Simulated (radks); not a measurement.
The nuclear charge of the promethium ion Pm+ is varied continuously with 60 electrons held in [Xe] 4f5 6s1. Method: scalar-relativistic Kohn-Sham, PBE, spin-polarised, spherical densities, point nucleus; open shells are filled with parallel spins first (spin-orbit coupling, left out, can overturn this in heavy ions); computed with a radial shooting solver on a logarithmic mesh with Libxc functionals. By the Hellmann-Feynman theorem dE/dZ = E(electron-nucleus)/Z, the electronic potential at the nucleus. The scalar-relativistic energy here is not variational (the density holds large components alone), so the two differ by a part that grows with Z.

| Z | E (hartree) | E(electron-nucleus)/Z (hartree) | HOMO | e(HOMO) (eV) | <r> HOMO (bohr) |
|---|---|---|---|---|---|
| 60.5 | -9821.0483 | -394.525 | 4f | -2.862 | 1.164 |
| 61 | -10020.5120 | -399.242 | 6s | -8.683 | 3.914 |
| 61.5 | -10222.3600 | -403.943 | 6s | -12.281 | 3.620 |
| 62 | -10426.5892 | -408.640 | 6s | -16.248 | 3.383 |

The central difference of E at Z = 61 is -401.312 hartree, to compare with the third column; the second derivative is -9.54 hartree. No converged solution with all levels bound was reached at Z = 60.
